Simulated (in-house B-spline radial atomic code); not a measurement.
A fraction x of an electron is removed from 3d in the copper ion Cu⁺, starting from [Ar] 3d10 and keeping the highest spin. Level of theory: non-relativistic LDA VWN5, spin-polarised, spherical fractional occupations, point nucleus; calculated with a radial B-spline atomic code at the basis-set limit.

```
   x  E(x) - E(0) (eV)  3d down level (eV)
   0            0.0000             -14.104
0.08            1.1725             -15.214
0.13            1.9509             -15.921
0.37            6.1910             -19.449
0.47            8.2122             -20.982
 0.5            8.8487             -21.448
0.53            9.4992             -21.918
0.67           12.7233             -24.152
0.81           16.2648             -26.451
0.89           18.4344             -27.793
   1           21.5947             -29.672
```

The exact functional would give a straight line between the two integer points. Deviations E(x) - E(0) - x[E(1) - E(0)], in eV: -0.555 at x = 0.08, -0.856 at x = 0.13, -1.799 at x = 0.37, -1.937 at x = 0.47, -1.949 at x = 0.5, -1.946 at x = 0.53, -1.745 at x = 0.67, -1.227 at x = 0.81, -0.785 at x = 0.89.

The curve lies below the straight line by up to 1.949 eV (at x = 0.5): convex, the delocalisation error that favours fractional charges.

(1) How well does Slater's transition state (minus the level at half occupation) give the ionisation energy?

## Answers

(1) It gives 21.448 eV against 21.595 eV from the two total energies; NIST lists 20.29 eV, ground level to ground level.
